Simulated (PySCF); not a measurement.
Bonds: Ta1-O2 1.783 Å, Ta1-F3 2.064 Å, Ta1-F4 1.973 Å, Ta1-F5 1.973 Å, Ta1-F6 1.973 Å, Ta1-F7 1.973 Å.

Total charge -2.

Geometry: PBE0-D3(BJ)/def2-SVP; GIAO shifts from PySCF 2.14, gas phase, scalar relativity only through the core potential, averaged over equivalent atoms.

At wB97X-D/pcSseg-1 (def2-TZVP on Ta) (142 basis functions, 16 s wall time on 1 thread of an Arm Neoverse V1, shared host):
| atoms | δ (ppm) |
| --- | --- |
| O2 | 670.6 |
| F4/F5/F6/F7 | -17.6 |
| F3 | -99.9 |

Scale: 17O (333.19 ppm) vs H2O; 19F (187.16 ppm) against CFCl3 (reference shieldings calculated alike).

Problem. Predict the values at PBE0/pcSseg-1 (def2-TZVP on Ta) on the same geometry.

Solution. 
```json
{"atoms": "O2", "δ at PBE0/pcSseg-1 (def2-TZVP on Ta)": "682.3", "change": "+11.7"}
{"atoms": "F4/F5/F6/F7", "δ at PBE0/pcSseg-1 (def2-TZVP on Ta)": "-13.7", "change": "+3.9"}
{"atoms": "F3", "δ at PBE0/pcSseg-1 (def2-TZVP on Ta)": "-96.8", "change": "+3.1"}
```

Referencing at the same level of theory: 17O (σref 334.56) against H2O; 19F (σref 177.25) against CFCl3.

The largest change is at O2 (oxygen bonded to Ta). Cost: 142 basis functions, 12 s wall time on 1 thread of an Arm Neoverse V1, shared host.

Ta is described by an effective core potential, so it has no shielding of its own here; spin–orbit effects on the atoms bonded to it, which can be large, are absent, and the values of these neighbours are rough. Unscaled 19F shifts against computed CFCl3 carry errors that often reach 10 to 50 ppm. Unscaled 17O shifts of doubly bonded oxygen tend to come out too high, by tens of ppm or more. Experimental scales use liquid or dissolved standards, which lie at an offset from isolated H2O (liquid H2O: subtract about 36 ppm).
